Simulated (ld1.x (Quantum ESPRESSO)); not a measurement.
**How hard is this Pb (Z = 82) PAW potential?**

| Quantity | Value |
| --- | --- |
| Element | Pb |
| Generator | ld1.x (Quantum ESPRESSO) 7.5 |
| Type | PAW |
| Functional | PBE |
| Relativity | scalar-relativistic |
| Frozen core | [Xe] 4f14 5d10 |
| Valence charge | 4 |
| Reference configuration | 6s2 6p2 |
| Partial waves | 6s (bound): rcut 2.00, rcutus 2.15 bohr; 6s channel at -0.15 Ry: rcut 2.00, rcutus 2.15 bohr; 6p (bound): rcut 1.85, rcutus 2.30 bohr; 6p channel at 4.85 Ry: rcut 1.85, rcutus 2.30 bohr |
| Local potential | all-electron potential smoothed inside 1.85 bohr (lloc = -1) |
| Core correction | Bessel-smoothed model core, default radius (core density twice the valence density) |
| Augmentation charge | PSQ, radius 1.90 bohr |

The pseudo-atom Hamiltonian at the reference potential is diagonalised in spherical Bessel functions j_l(qr) that vanish at 20 bohr, with q² up to the cutoff. All-electron valence levels (Ry): 6s -0.8849, 6p -0.2571.

Problem. How do the lowest levels (Ry) of each channel move with the cutoff, and are there ghosts?

Solution.

```csv
cutoff (Ry),s #1,p #1,p #2,d #1,d #2,f #1,f #2,Σ f·Δε (mRy)
8,-0.8845,-0.2566,0.0216,-0.0757,0.0600,0.1025,0.2209,2.3
10,-0.8849,-0.2570,0.0215,-0.1370,0.0563,0.1025,0.2209,0.8
12,-0.8849,-0.2571,0.0215,-0.1963,0.0542,0.1025,0.2208,0.6
15,-0.8849,-0.2571,0.0215,-0.2465,0.0529,0.1025,0.2208,0.5
400,-0.8851,-0.2572,0.0215,-0.3465,0.0511,0.1025,0.2208,0.0
```

Result: ghost state, extra bound levels that the all-electron valence spectrum of the same l lacks: d at -4.7 eV (a true bound ghost makes a file unfit for plane-wave use); 10 mRy is reached at 6 Ry and 1 mRy at 10 Ry.

Test run stopped at test 2 of 7 (negative rho).
